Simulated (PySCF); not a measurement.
**La(44+): ionisation energy**

La(44+) [Ne] 3s2 3p1 [3p1/2^1, M_J = 1/2] → La(45+) [Ne] 3s2, as a difference of total energies. Calculation: PySCF 2.14, in an uncontracted even-tempered set (18 s from 10 bohr⁻², ratio 2.4; 14 p from 13 bohr⁻², ratio 2.4; 4 d from 45 bohr⁻², ratio 2.6; 4 f from 68 bohr⁻², ratio 2.6); the two-component X2C-1e Hamiltonian. Correlated levels: 1s2 frozen; the 54 highest virtual spinors dropped. "Screened" scales the spin-orbit matrix elements by Boettger's factors to mimic the two-electron term; Breit and QED terms are absent.

```
                    method  ionisation energy (eV)
           GHF (spin-free)                  3443.3
          GMP2 (spin-free)                  3443.8
 GHF (screened spin-orbit)                  3518.7
GMP2 (screened spin-orbit)                  3518.9
```

Breit and QED terms and the two-electron picture change are absent.

The spin-free rows lack the spin-orbit shift.

For comparison: 3515 ± 4 eV (theoretical estimate listed by NIST; NIST Atomic Spectra Database, ionization energies).
